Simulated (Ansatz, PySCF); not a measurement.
Gas-phase reaction R1 + 0.5 R2 → P1, each structure at its B3LYP-D3(BJ)/def2-TZVP stationary point, reached from a drawn start (curvature not checked).
R1, SO2 (SMILES O=S=O) (charge 0, multiplicity 1):
```xyz
3

O     -1.228     0.292     0.000
S     -0.019    -0.487     0.000
O      1.247     0.195     0.000
```
P1: O3S (SMILES O=S(=O)=O), charge 0, multiplicity 1.
R2: O2 (SMILES O=O), charge 0, multiplicity 3.

P less R. No zero-point or thermal terms; singlets are restricted closed shells; open shells are unrestricted; no spin–orbit coupling.

Frozen-core correlation throughout.

The values were computed with Ansatz (Gaussian orbitals); PySCF for the D3/D4 terms. Each number belongs to the level named beside it.

| level | reaction energy (kJ/mol) |
|---|---|
| revPBE/def2-TZVPP | -85.0 |
| B3LYP-D3(BJ)/def2-TZVPP | -89.8 |
| BHLYP-D3(BJ)/def2-TZVPP | -96.8 |
| wB97M-V/def2-TZVPP | -98.6 |
| MP2/cc-pV(T+d)Z | -116.7 |
| SCS-MP2/cc-pV(D+d)Z | -72.3 |
| SCS-MP2/cc-pV(T+d)Z | -118.4 |
| CCSD/cc-pV(D+d)Z | [?] |
| CCSD/cc-pV(T+d)Z | [?] |

**Question.** Fill in the missing entries.

**Answer.** 
- CCSD/cc-pV(D+d)Z, reaction energy (kJ/mol): -50.0
- CCSD/cc-pV(T+d)Z, reaction energy (kJ/mol): -93.8

Ansatz is a program for electronic structure.
